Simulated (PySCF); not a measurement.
## Name the molecule from its bond curve

A diatomic of charge -1 contains Sb. Its triplet curve at B97-3 in a double-zeta basis (scalar-relativistic core potentials, PySCF), in eV from the separated fragments:

(R (Å), E (eV)): (2.341, -0.479), (2.450, -0.794), (2.559, -0.967), (2.640, -1.031), (2.722, -1.053), (2.804, -1.045), (2.913, -1.003), (3.049, -0.923), (3.212, -0.810), (3.430, -0.665)

The fit gives ωe = 238 cm⁻¹ and the rotational constant Bₑ = 0.1124 cm⁻¹.

Question: Which atom is the partner?

Answer: The minimum lies at 2.738 Å, so the reduced mass is 16.8576 u Å² cm⁻¹/(Bₑ·Re²) = 20.01 u. With Sb at 120.90 u the partner weighs about 24.0 u: Mg. The molecule is MgSb⁻.

Spin–orbit coupling is left out. The state is the lowest determinant that a PBE0 search found; another state may lie lower at other levels.
